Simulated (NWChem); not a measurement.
Species: CH$_{4}$AlO cation; SMILES [CH3][Al+][OH]

```xyz
7

Al     0.0017    -0.0897     0.0005
C     -0.0010     1.8133    -0.0003
H     -0.9680     2.1785     0.3813
H      0.1496     2.1807    -1.0279
H      0.8115     2.1850     0.6441
O     -0.0022    -1.7003    -0.0011
H      0.0091    -2.6564     0.0066
```
Atoms are numbered in this order, from 1.

All runs: NWChem. The geometry was optimised at PBE0/def2-SVP.

Task: Predict the results for LRC-wPBEh/def2-SVP. Quantities: highest occupied level (eV); orbital gap (eV).

Result: The highest occupied level (eV) comes out as -17.46 and the orbital gap (eV) is 12.04.
